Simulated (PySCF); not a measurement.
C₂H₅BrSn. Atoms are numbered in the order given.

```xyz
9

Sn     0.1681     0.1570    -0.7478
Br    -1.3981    -0.2801     1.1721
C      2.1006     0.5403     0.0697
C      3.1349    -0.2785    -0.1613
H      0.2117    -1.2730    -1.6885
H     -0.5090     1.4919    -1.5772
H      2.2389     1.4295     0.6984
H      4.1303    -0.0814     0.2580
H      3.0450    -1.1841    -0.7744
```
Charge 0, spin multiplicity 1.

The structure is a stationary point at r2SCAN-D4/def2-SVP. The structure was generated by enumeration; whether it is a known compound was not checked. The def2 effective core potentials stand for the cores of Sn; spin–orbit coupling is left out. One conformer was computed; it need not be the lowest.

Calculation: ωB97X/def2-TZVP in PySCF.

ESP charges are fitted to the potential on shells at 1.4 to 2.0 van der Waals radii. Atomic charges (e):

```json
[
 {"atom": "Sn1", "Löwdin": "0.32", "ESP fit": "0.32"},
 {"atom": "Br2", "Löwdin": "-0.01", "ESP fit": "-0.24"},
 {"atom": "C3", "Löwdin": "?", "ESP fit": "-0.17"},
 {"atom": "C4", "Löwdin": "-0.22", "ESP fit": "-0.39"},
 {"atom": "H5", "Löwdin": "?", "ESP fit": "-0.03"},
 {"atom": "H6", "Löwdin": "?", "ESP fit": "-0.03"},
 {"atom": "H7", "Löwdin": "0.14", "ESP fit": "0.16"},
 {"atom": "H8", "Löwdin": "?", "ESP fit": "0.18"},
 {"atom": "H9", "Löwdin": "?", "ESP fit": "0.20"}
]
```

### Question
What belongs in the gaps? (An estimate is asked for; the answer gives what the named calculation found.)

### Answer

- C3, Löwdin: -0.37
- H5, Löwdin: -0.05
- H6, Löwdin: -0.06
- H8, Löwdin: 0.13
- H9, Löwdin: 0.13
